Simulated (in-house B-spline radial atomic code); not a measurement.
**RPA and G0W0 on PBEsol: Ge2+**

Configuration [Ar] 3d10 4s2, mean-field start PBEsol. Computed with a B-spline radial code for spherical atoms: all electrons, non-relativistic, point nucleus, each spin shell either full or empty, empty states to l = 9 with an (l + 1/2)⁻⁴ tail; G0W0 by contour deformation at full frequency.

Command:
```bash
python run_gw.py task.json out
```
Settings (radii: box in bohr, nucleus in fm):
```
Z                        32
electrons                30
configuration            [Ar] 3d10 4s2
hamiltonian              nr
method                   pbesol
lmax                     9
spin_polarised           False
box_radius               17.55
intervals                52
ion_configuration        [Ar] 3d10 4s1
```

Run time, properties included: 5.1 s on 1 thread of Arm Neoverse N1 (shared host).

Energies (hartree):

```tsv
term	value
mean-field total	-2074.29199
Hartree-Fock functional on these orbitals	-2074.49443
direct second order	-2.7382
second-order exchange	0.7895
SOSEX correction	0.7034
```

(1) What is the RPA correlation energy, and what remains with SOSEX?

Quasi-particle levels (eV):

| level | occupied | mean field | Σx - vxc | Σc | QP weight | G0W0 |
| --- | --- | --- | --- | --- | --- | --- |
| 4s | yes | -28.816 | -3.28 | ? | ? | ? |
| 4p | no | -19.795 | 5.23 | -1.50 | 0.939 | -16.066 |

G0W0 = mean field + (Σx - vxc) + Σc, with Σc (partial-wave tail included) taken at the quasi-particle energy. Only the outer levels were computed. Levels of low weight are left out.

(2) Where does G0W0 put 4s?

(3) What does it cost to remove one electron (to [Ar] 3d10 4s1) by differences of total energies, each species on its own start (correlation terms add to the Hartree-Fock functional)?

## Answers

(1) RPA gives -2.2818 hartree (-2.07 eV per electron); RPA + SOSEX gives -1.5784, and the second-order doubles -1.9487 hartree (no singles). SOSEX takes back 31 % of the RPA value.

(2) At -34.00 eV, with Σc = -1.90 eV and a quasi-particle weight of 0.938. The tabulated removal energy is 34.058 ± 0.0012 eV (NIST, measured); the calculation leaves out relativity, Breit and QED terms, and what these don't explain is the method's own error.

(3) PBEsol 33.78 eV, Hartree-Fock functional 31.59 eV, + RPA 34.00 eV, + RPA + SOSEX 33.44 eV, + second order 34.66 eV. Tabulated: 34.058 ± 0.0012 eV (NIST, measured); the calculation leaves out relativity, Breit and QED terms, and what these don't explain is the method's own error.
